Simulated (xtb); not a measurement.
H5OSi2, SMILES [SiH3]O[SiH2] (connectivity only; charge and spin as stated), charge +1, multiplicity 1. All values are semi-empirical tight-binding results from xtb (GFN2-xTB unless named), good for trends rather than for accurate numbers. Geometry optimised at GFN2-xTB. The multiplicity is an assumed one; other spin states were not compared. The isomer is the one that the SMILES or the coordinates give; other isomers of the formula were not compared.

Computed properties:
```
Item                                            Result
--------------------------------------  --------------
orbital gap                                    3.20 eV
zero-point energy                        27.0 kcal/mol
G − E(el) at 298.15 K (modified RRHO)     8.4 kcal/mol
static polarisability (D4 model)            66.3 bohr³
solvation energy, GFN2-xTB/ALPB(water)  -43.3 kcal/mol
solvation energy, GFN2-xTB/ALPB(dmso)   -39.4 kcal/mol
```
